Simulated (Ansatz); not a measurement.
Program: Ansatz. Geometries: PBE0-D4/def2-TZVP. ΔE: electronic, gas phase. CCSD(T)/CBS adds triple-zeta CCSD(T) − MP2 to the extrapolated MP2 energy (def2 sets, frozen cores). This one scheme is used for every species. DFT in def2-TZVPP. B3LYP here is the variant with VWN-RPA as its local correlation; programs differ in this. One conformer a species, not always the lowest.

Consider the ligand exchange at the Si–N bond: `F[SiH](F)N[SiH2]Cl` + `[SiH3]N[SiH2]Cl` → `[SiH3]N([SiH2]Cl)[SiH2]Cl` + `N[SiH](F)F`.

`F[SiH](F)N[SiH2]Cl`:

Cartesian coordinates in Å:
```
F -0.865 2.224 -1.210
Si -0.045 0.871 -1.298
F -1.005 -0.261 -1.849
N 0.474 0.371 0.242
Si 0.068 -1.052 1.123
Cl -1.669 -0.842 2.203
H 1.041 1.100 -2.262
H 0.989 1.063 0.772
H -0.133 -2.165 0.177
H 1.146 -1.310 2.101
```

`[SiH3]N[SiH2]Cl`:

Cartesian coordinates in Å:
```
Si -1.151 0.008 1.076
N -0.438 -0.038 -0.504
Si 1.221 -0.165 -0.893
Cl 2.201 1.652 -0.882
H -0.093 -0.404 2.031
H -1.641 1.366 1.433
H -2.304 -0.927 1.154
H -1.045 0.210 -1.273
H 1.886 -1.004 0.125
H 1.365 -0.697 -2.266
```

`[SiH3]N([SiH2]Cl)[SiH2]Cl`:

Z-matrix (Å, degrees):
```
Si
N 1 1.748
H 1 1.482 2 112.2
H 1 1.492 2 104.1 3 117.6
H 1 1.482 2 112.2 3 -124.8
Si 2 1.728 1 123.3 3 62.3
Si 2 1.725 1 114.7 3 -117.7
Cl 6 2.061 2 106.4 1 0.1
H 6 1.478 2 112.4 1 -116.6
H 6 1.478 2 112.4 1 116.9
Cl 7 2.060 2 107.3 1 180.0
H 7 1.480 2 112.0 1 -62.4
H 7 1.480 2 112.0 1 62.3
```

`N[SiH](F)F`:

```xyz
7

N    -0.774    0.186   -0.687
Si    0.521   -0.141    0.338
F     1.495    1.110    0.316
F     0.129   -0.317    1.870
H    -1.352   -0.551   -1.055
H    -1.235    1.081   -0.710
H     1.216   -1.369   -0.072
```

Question: Is it downhill or uphill in electronic energy at CCSD(T)/CBS, and by how much? (Estimate.)

Answer: Computed: Nearly level: ΔE = +2.8 kJ/mol.

Question: What do these levels give: PBE-D4, PBE0-D4, B3LYP-D4, PBE, HF/def2-TZVPP, SCS-MP2/def2-QZVPP? (Estimate.)

Answer: The calculation gave: PBE-D4 4.8, PBE0-D4 3.5, B3LYP-D4 6.6, PBE 11.9, HF/def2-TZVPP 20.0, SCS-MP2/def2-QZVPP 4.4 kJ/mol.

Largest T1 diagnostic among the species: 0.011.

In def2-TZVPP, CCSD(T) changes the Hartree–Fock value by −15.5 kJ/mol (the triples alone add −2.4 kJ/mol) and MP2 by −18.9 kJ/mol. The D4 term adds −11.8 kJ/mol with B3LYP and −6.2 kJ/mol with PBE0; it sums over pairs of atoms, weighted by their polarisabilities, and B3LYP, whose exchange is more repulsive, gets the larger term.
